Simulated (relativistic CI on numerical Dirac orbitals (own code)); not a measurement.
**Ru⁷⁺: 3d photoemission**

Computed with this model: Dirac-Coulomb-Breit CI, KLI orbitals optimised for each configuration, model QED (radiative potential, 1s self-energy scaled to tabulated hydrogen-like ionisation energies), valence Slater integrals scaled by 0.7, multiplet model of photoemission in the sudden approximation; configurations [Kr] 4d → [Ar] 3d9 4s2 4p6 4d; 300 K; Lorentzian 0.21 eV and Gaussian 0.5 eV FWHM. Energies are those of the free ion, without screening or charge transfer. The energies are binding energies and can lie tens of eV above those of solids. S is read from ⟨S²⟩ = S(S + 1).

Field parameters in Wybourne normalisation: D3d B²₀ = −7Dσ, B⁴₀ = −14Dq − 21Dτ, B⁴₃ = −14√(10/7) Dq. The field is a parameter set, without covalency.

free ion: ground-state S = 0.50, centroid 409.55 eV. Peaks (eV, height): 406.6 (19), 407.6 (100), 411.6 (63), 412.6 (39).

D3d, 10Dq = 34600, Dσ = -1200, Dτ = -270 cm⁻¹: ground-state S = 0.50, centroid 409.58 eV. Peaks (eV, height): 407.7 (100), 411.8 (64).

D3d, 10Dq = 34600, Dσ = 240, Dτ = -270 cm⁻¹: ground-state S = 0.50, centroid 409.59 eV. Peaks (eV, height): 407.7 (100), 411.8 (65).

Strongest unbroadened transitions for D3d, 10Dq = 34600, Dσ = 240, Dτ = -270 cm⁻¹:

```csv
Energy (eV),Relative strength
406.82,76.9
407.54,34.5
407.57,67.3
407.59,46.6
407.62,48.8
407.63,54.9
407.70,42.2
407.74,47.4
407.80,24.7
408.02,26.4
408.11,100.0
408.41,29.0
408.46,28.4
411.64,31.7
411.71,62.4
411.76,57.7
411.79,61.1
412.48,45.1
```
